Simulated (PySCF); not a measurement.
Isomers of C5H6F5P, mass 192.013 u with the commonest isotopes. Computed with PBE0/pcSseg-1 in PySCF (dipole) on a GFN2-xTB geometry, gas phase. One conformer each, none proved a minimum here; rigid rotors.

Question: Order these by radius of gyration √(Σ m r²/M), smallest first.
A. `[CH3:1][CH2:2]/[CH:3]=[P:4]\[C:5]([F:6])([F:7])[C:8]([F:9])([F:10])[F:11]` with C1–C2–C3–P4 152°, C3–P4–C5–F6 55°
B. `[CH3:1][C:2]([CH3:3])=[P:4][C:5]([F:6])([F:7])[C:8]([F:9])([F:10])[F:11]` with C2–P4–C5–F6 -55°
C. `[CH2:1]=[CH:2][P:3]([CH3:4])[C:5]([F:6])([F:7])[C:8]([F:9])([F:10])[F:11]` with C1–C2–P3–C4 29°, C2–P3–C5–F6 -42°

Answer: C (2.152 Å), B (2.275 Å), A (2.354 Å).

Question: Order these by dipole moment, smallest first.
A. `[CH2:1]=[CH:2][P:3]([CH3:4])[C:5]([F:6])([F:7])[C:8]([F:9])([F:10])[F:11]` with C1–C2–P3–C4 29°, C2–P3–C5–F6 -42°
B. `[CH3:1][C:2]([CH3:3])=[P:4][C:5]([F:6])([F:7])[C:8]([F:9])([F:10])[F:11]` with C2–P4–C5–F6 -55°
C. `[CH3:1][CH2:2]/[CH:3]=[P:4]\[C:5]([F:6])([F:7])[C:8]([F:9])([F:10])[F:11]` with C1–C2–C3–P4 152°, C3–P4–C5–F6 55°

Answer: A (2.59 D), C (2.86 D), B (3.48 D).

Question: Order these by rotational constant C, smallest first.
A. `[CH2:1]=[CH:2][P:3]([CH3:4])[C:5]([F:6])([F:7])[C:8]([F:9])([F:10])[F:11]` with C1–C2–P3–C4 29°, C2–P3–C5–F6 -42°
B. `[CH3:1][C:2]([CH3:3])=[P:4][C:5]([F:6])([F:7])[C:8]([F:9])([F:10])[F:11]` with C2–P4–C5–F6 -55°
C. `[CH3:1][CH2:2]/[CH:3]=[P:4]\[C:5]([F:6])([F:7])[C:8]([F:9])([F:10])[F:11]` with C1–C2–C3–P4 152°, C3–P4–C5–F6 55°

Answer: C (521.1 MHz), B (560.8 MHz), A (658.4 MHz).

```csv
SMILES,point group,Ia (u·Å²),Ib (u·Å²),Ic (u·Å²),κ,μa (D),μb (D),μc (D)
CC(C)=PC(F)(F)C(F)(F)F,C1,277.03,808.68,901.10,-0.90,3.45,0.42,0.15
CC/C=P\C(F)(F)C(F)(F)F,C1,262.30,896.83,969.75,-0.94,2.85,0.09,0.25
C=CP(C)C(F)(F)C(F)(F)F,C1,339.17,672.41,767.54,-0.78,2.58,0.07,0.19
```
